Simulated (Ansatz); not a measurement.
Geometry optimisation, DFT PBE, scalar-relativistic, plane waves, PAW (Ansatz).

input.yaml

```yaml
crystal:
  lattice:
    - [0.0, 5.43, 5.43]
    - [5.43, 0.0, 5.43]
    - [5.43, 5.43, 0.0]
  atoms:
    - { symbol: Si, position: [0.0, 0.0, 0.0] }
    - { symbol: Si, position: [0.125, 0.125, 0.125] }
    - { symbol: Si, position: [0.0, 0.0, 0.5] }
    - { symbol: Si, position: [0.125, 0.125, 0.625] }
    - { symbol: Si, position: [0.0, 0.5, 0.0] }
    - { symbol: Si, position: [0.125, 0.625, 0.125] }
    - { symbol: Si, position: [0.0, 0.5, 0.5] }
    - { symbol: Si, position: [0.125, 0.625, 0.625] }
    - { symbol: Si, position: [0.5, 0.0, 0.0] }
    - { symbol: Si, position: [0.625, 0.125, 0.125] }
    - { symbol: Si, position: [0.5, 0.0, 0.5] }
    - { symbol: Si, position: [0.625, 0.125, 0.625] }
    - { symbol: Si, position: [0.5, 0.5, 0.0] }
    - { symbol: Si, position: [0.625, 0.625, 0.125] }
    - { symbol: Si, position: [0.5, 0.5, 0.5] }
    - { symbol: Si, position: [0.625, 0.625, 0.625] }
    - { symbol: Si, position: [0.7538856, 0.2577005, 0.2409956] }
basis:
  ecutwfc: 420.0
kpoints:
  mp_grid: { grid: [2, 2, 2] }
hamiltonian:
  xc: pbe
  pseudopotentials: { kind: paw, azcp: { folder: soft_1 } }
scf:
  occupations: { method: gaussian, width: 0.02 }
  lower_state_search: "off"
relax:
  f_tol: 0.03
  max_steps: 60
  adjacent_minimum: "off"
output:
  write_density: true
  write_potential: true
  elf: true
  volumetric_format: npy
```

Command:

```bash
$ ansatz run input.yaml --threads 1 --pin off --max-ram 3072MiB --backend cpu --events-out ev --progress --plain --runs-dir out
```

Q: Where does it end, and by what steps?

A: The forces met the threshold. The force dipped under the threshold on the way, but the program's further checks kept it going. After 3 steps the energy has fallen by 0.143 eV; Si17 moved furthest, 0.06 Å.

```
step  energy less start (eV)  largest force component (eV/Å)  accepted
   0                  0.0000                           0.746       yes
   1                 -0.1253                           0.269       yes
   2                 -0.1431                           0.018       yes
   3                 -0.1431                           0.018       yes
```

```xyz
17
Lattice="0.0000 5.4300 5.4300 5.4300 0.0000 5.4300 5.4300 5.4300 0.0000" Properties=species:S:1:pos:R:3
Si -0.032 -0.001 0.003
Si 1.335 1.378 1.386
Si 2.715 2.745 0.003
Si 4.076 4.067 1.365
Si 2.715 -0.001 2.756
Si 4.080 1.362 4.072
Si 5.430 2.714 2.717
Si 6.781 4.064 4.074
Si -0.001 2.714 2.717
Si 1.334 4.047 4.051
Si 2.715 5.429 2.685
Si 4.095 6.809 4.052
Si 2.715 2.680 5.433
Si 4.093 4.049 6.815
Si 5.461 5.429 5.433
Si 6.783 6.789 6.796
Si 2.714 5.428 5.434
```

Time of the run: 7.3 s on 1 thread of AMD EPYC 9R45 96-Core Processor (Zen 5), with other jobs on the host, peak memory 0.58 GiB.
